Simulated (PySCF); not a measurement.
A side-by-side comparison of computed properties.

First species: C3H15N2PSi2.
Numbering: `[CH3:1][NH:2][Si@@:3]([SiH3:4])([PH2:5])[N:6]([CH3:7])[CH3:8]` (hydrogens: H9, H10, H11 on C1; H12 on N2; H13, H14, H15 on Si4; H16, H17 on P5; H18, H19, H20 on C7; H21, H22, H23 on C8)

Second species: C6H3Cl5.
Bonds: C1–C2 (double), C2–C3, C3–C4, C4–Cl5, C4–Cl6, C3–C7 (double), C7–C8, C8–Cl9, C8–Cl10, C8–Cl11, C2–C7. Hydrogens: H12, H13 on C1; H14 on C4.

Levels: PBE0/pcSseg-1 for dipole moment, HOMO energy, LUMO energy and HOMO–LUMO gap; GFN2-xTB for rotational constant A and rotational constant C. Geometries: GFN2-xTB. Each structure is a single optimised conformer of the isolated species, non-relativistic unless stated. Electronic properties by PySCF.

The conformers computed, where there is a choice (atom-mapped SMILES and torsion angles):
- `[CH3:1][NH:2][Si@@:3]([SiH3:4])([PH2:5])[N:6]([CH3:7])[CH3:8]`: C1–N2–Si3–Si4 -63°, N2–Si3–N6–C7 -155°, H–P5–Si3–N2 -154°, H–P5–Si3–N2 -62°
- `[CH2:1]=[C:2]1[C:3]([CH:4]([Cl:5])[Cl:6])=[C:7]1[C:8]([Cl:9])([Cl:10])[Cl:11]`: C2–C3–C4–Cl5 91°, C3–C7–C8–Cl9 4°

Question: Which of the two has the higher rotational constant C, and by how much?

Answer: The first: 0.813 GHz against 0.342 GHz, a difference of 0.471 GHz.

Question: Which has the higher dipole moment?

Answer: The second: 1.58 D against 0.86 D, a difference of 0.72 D.

Question: Which has the higher LUMO energy?

Answer: The first: 0.09 eV against -2.40 eV, a difference of 2.49 eV.

Question: Which has the higher rotational constant A?

Answer: The first: 1.071 GHz against 0.740 GHz, a difference of 0.331 GHz.

Question: Which of the two has the higher HOMO–LUMO gap, and by how much?

Answer: The first: 6.40 eV against 4.52 eV, a difference of 1.88 eV.

Question: Which has the higher HOMO energy?

Answer: The first: -6.31 eV against -6.92 eV, a difference of 0.61 eV.

On the first: The dipole equals about 2.9 × 10⁻³⁰ C·m (1 D = 3.33564 × 10⁻³⁰ C·m).

On the second: The dipole equals about 5.3 × 10⁻³⁰ C·m (1 D = 3.33564 × 10⁻³⁰ C·m).
